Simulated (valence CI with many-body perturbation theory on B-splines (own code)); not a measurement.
# Fe11+ in three bases

Calculated by valence CI with perturbative core correlation (CI+MBPT): five valence electrons over a frozen Dirac-Fock core [Ne], a basis of 9 s, 9 p, 8 d, 6 f, 3 g, 1 h functions for each j, with the one-electron correlation potential Σ1, the two-electron term Σ2, the three-electron term Σ3, Breit, model QED; selected CI, second order for the rest, scaled by the run's own slope (own B-spline code, finite nucleus).

No measured spectrum was set against this ion. As an estimate, levels of excited configurations hold to 0.05 to 0.15 % of their energy, terms of the ground configuration to about 0.5 %. Among the levels kept, up to 1600 cm⁻¹ of a level comes from second order outside the variational space, and about a tenth of that is noise between levels of different J, which matters for small intervals.

The reference run has the lowest level 3s²3p³ ⁴S°_3/2 and an ionisation energy of 327.314 eV. Its largest variational space holds 19997 state functions.

Names give the largest LS component (configuration and term), which can be under half, so a name can repeat, a term be missing and a line seem to break the LS rules; names also repeat where a configuration has a term twice. Letters in brackets count levels of one name in rising energy.

Changed runs:
A. basis 6 s, 6 p, 5 d, 3 f, 1 g
B. basis 5 s, 5 p, 4 d, 2 f

Excitation energies of the reference run in cm⁻¹, and shifts in cm⁻¹:

| Level | Reference | A | B |
| --- | --- | --- | --- |
| 3s²3p³ ²D°_3/2 | 41811 | +202 | +759 |
| 3s²3p³ ²D°_5/2 | 46346 | +200 | +753 |
| 3s²3p³ ²P°_1/2 | 74454 | +243 | +875 |
| 3s²3p³ ²P°_3/2 | 80847 | +232 | +843 |
| 3s3p⁴ ⁴P_5/2 | 274356 | +11 | +126 |
| 3s3p⁴ ⁴P_3/2 | 283979 | +6.0 | +113 |
| 3s3p⁴ ⁴P_1/2 | 288289 | +4.2 | +114 |
| 3s3p⁴ ²D_3/2 | 339923 | +167 | +583 |
| 3s3p⁴ ²D_5/2 | 341877 | +166 | +585 |
| 3s²3p²3d ²P_3/2 [a] | 389843 | +199 | +496 |
| 3s3p⁴ ²P_1/2 | 394570 | +241 | +704 |
| 3s3p⁴ ²S_1/2 | 410721 | +287 | +904 |
| Ionisation energy (eV) | 327.314 | -0.023 | -0.068 |
